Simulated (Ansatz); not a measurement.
Consider the substitution at a C–C bond: `CCC(CC)C(C)C` + `BN[SiH2]O` → `BN[SiH2]OC` + `CCC(C)C(C)C`.

Isolated molecules relaxed with PBE0-D4/def2-TZVP in Ansatz; ΔE leaves out vibrations. CCSD(T)/CBS is the MP2 limit (def2-TZVPP, def2-QZVPP) plus CCSD(T) − MP2 in def2-TZVPP, frozen cores. DFT in def2-TZVPP. B3LYP here is the variant with VWN-RPA as its local correlation; programs differ in this. Each species was taken in one conformer, which may not be the lowest.

`CCC(CC)C(C)C`:

```xyz
26

C    -2.091   -0.617   -0.791
C    -1.480    0.331    0.229
C     0.036    0.204    0.408
C     0.434   -1.165    0.967
C    -0.302   -1.577    2.231
C     0.823    0.537   -0.873
C     2.328    0.561   -0.629
C     0.395    1.864   -1.488
H    -3.173   -0.480   -0.849
H    -1.686   -0.453   -1.793
H    -1.909   -1.663   -0.532
H    -1.960    0.172    1.199
H    -1.724    1.362   -0.044
H     0.324    0.957    1.158
H     0.290   -1.928    0.193
H     1.505   -1.159    1.182
H    -0.228   -0.803    3.001
H    -1.364   -1.762    2.052
H     0.122   -2.495    2.645
H     0.619   -0.256   -1.606
H     2.722   -0.410   -0.325
H     2.859    0.857   -1.537
H     2.581    1.286    0.152
H    -0.641    1.853   -1.830
H     1.021    2.106   -2.351
H     0.500    2.679   -0.765
```

`BN[SiH2]O`:

Z-matrix (Å, degrees):
```
Si
N 1 1.740
O 1 1.642 2 112.8
H 1 1.479 2 109.7 3 115.3
H 1 1.481 2 105.6 3 -122.8
B 2 1.400 1 126.5 3 111.8
H 2 1.012 1 116.7 3 -68.1
H 3 0.958 1 117.8 2 -64.5
H 6 1.198 2 118.8 1 -0.3
H 6 1.198 2 119.9 1 179.9
```

`BN[SiH2]OC`:

Z-matrix (Å, degrees):
```
Si
N 1 1.730
O 1 1.639 2 108.1
H 1 1.490 2 110.4 3 -117.9
H 1 1.482 2 107.5 3 121.4
B 2 1.400 1 126.2 3 -110.3
H 2 1.011 1 116.8 3 68.3
C 3 1.408 1 123.4 2 -167.8
H 6 1.198 2 119.7 1 179.5
H 6 1.198 2 118.9 1 -0.8
H 8 1.097 3 111.7 1 48.3
H 8 1.095 3 111.3 1 -73.3
H 8 1.091 3 108.3 1 167.6
```

`CCC(C)C(C)C`:

Z-matrix (Å, degrees):
```
C
C 1 1.520
H 1 1.092 2 112.0
H 1 1.093 2 111.1 3 120.0
H 1 1.094 2 111.0 3 -120.3
C 2 1.528 1 113.9 3 62.8
H 2 1.096 1 109.3 3 -59.7
H 2 1.094 1 108.6 3 -175.1
C 6 1.540 2 113.2 1 165.8
C 6 1.523 2 111.5 1 -67.8
H 6 1.099 2 107.1 1 49.3
C 9 1.523 6 112.1 2 -69.3
C 9 1.523 6 113.5 2 56.7
H 9 1.098 6 105.9 2 174.3
H 10 1.093 6 111.0 2 -179.6
H 10 1.094 6 111.4 2 -59.5
H 10 1.092 6 111.7 2 60.5
H 12 1.094 9 111.3 6 -53.2
H 12 1.094 9 111.7 6 67.4
H 12 1.093 9 110.8 6 -173.2
H 13 1.094 9 111.3 6 -66.8
H 13 1.092 9 112.2 6 54.2
H 13 1.093 9 110.5 6 174.1
```

```
             level  ΔE (kJ/mol)  difference from CCSD(T)/CBS
            PBE-D4         51.0                         -6.5
         r2SCAN-D4         51.7                         -5.8
          B3LYP-D4         45.9                        -11.6
           ωB97X-V         50.2                         -7.3
           ωB97M-V         53.8                         -3.7
               PBE         47.0                        -10.5
            r2SCAN         50.3                         -7.2
              PBE0         49.3                         -8.2
             B3LYP         40.0                        -17.5
     HF/def2-TZVPP         34.4                        -23.1
CCSD(T)/def2-TZVPP         55.7                         -1.8
     HF/def2-QZVPP         33.9                        -23.6
    MP2/def2-QZVPP         62.7                          5.2
SCS-MP2/def2-QZVPP         55.3                         -2.2
     MP2/CBS(def2)         63.6                          6.1
    CCSD/CBS(def2)         55.3                         -2.2
       CCSD(T)/CBS         57.5                            0
```

Largest T1 diagnostic among the species: 0.012.

The D4 term adds +5.9 kJ/mol with B3LYP and +3.5 kJ/mol with PBE0; it sums over pairs of atoms, weighted by their polarisabilities, and B3LYP, whose exchange is more repulsive, gets the larger term. In def2-TZVPP, CCSD(T) changes the Hartree–Fock value by +21.3 kJ/mol (the triples alone add +2.2 kJ/mol) and MP2 by +27.4 kJ/mol.
